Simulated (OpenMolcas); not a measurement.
# Computed levels of Ar III

```json
{
  "Program": "OpenMolcas 26.06",
  "Method": "CASSCF",
  "Basis": "ANO-RCC-VQZP [6s5p3d2f1g]",
  "Scalar Hamiltonian": "DKH2, point nucleus",
  "Active space": "4 electrons in 3 orbitals (3p)",
  "State averaging": "2S+1 = 3 even, 3 roots; 2S+1 = 1 even, 6 roots",
  "Spin-orbit coupling": "state interaction with AMFI integrals over the reference wave functions, term energies averaged over their components"
}
```

Spin-free terms above the lowest, with the occupations of the reference:

| Configuration | Term | E (eV) | Occupations |
| --- | --- | --- | --- |
| 3s² 3p⁴ | ³P | 0.0000 | 3p 4.00 |
| 3s² 3p⁴ | ¹D | 2.0360 | 3p 4.00 |
| 3s² 3p⁴ | ¹S | 5.0755 | 3p 4.00 |

With spin-orbit coupling, above the lowest level:

| Configuration | Term | J | E (eV) | Measured (eV) | Term weight % |
| --- | --- | --- | --- | --- | --- |
| 3s² 3p⁴ | ³P | 2 | 0.0000 | 0.0000 | 100 |
| 3s² 3p⁴ | ³P | 1 | 0.1288 | 0.1379 | 100 |
| 3s² 3p⁴ | ³P | 0 | 0.1850 | 0.1947 | 100 |
| 3s² 3p⁴ | ¹D | 2 | 2.1060 | 1.7370 | 100 |
| 3s² 3p⁴ | ¹S | 0 | 5.1481 | 4.1244 | 100 |

Against the 4 measured excited levels shown (Saloman, J. Phys. Chem. Ref. Data 39, 033101 (2010)) the mean absolute deviation is 2800 cm-1; the largest miss in energy is 3s² 3p⁴ ¹S₀: computed 5.1481, measured 4.1244 eV (+24.8 %).

Spin-orbit coupling puts the lowest level 0.0663 eV below the lowest spin-free term.

For ³P the intervals divided by the larger J are -453.3, -519.5 cm-1. Landé's interval rule makes them equal in pure LS coupling; they differ by 14 % of their mean. The multiplet is inverted.

With the s shell closed, the reference lacks s² → p² mixing. Computed and measured levels are paired by configuration, term and J; levels that our copy of the source lacks, or whose pairing is in doubt (as where it misses far off the trend of its configuration), stay unpaired and out of the deviations. Levels of configurations outside the active space are missing.

The term weight is that of the spin-free term in the level, not the purity of its configuration.
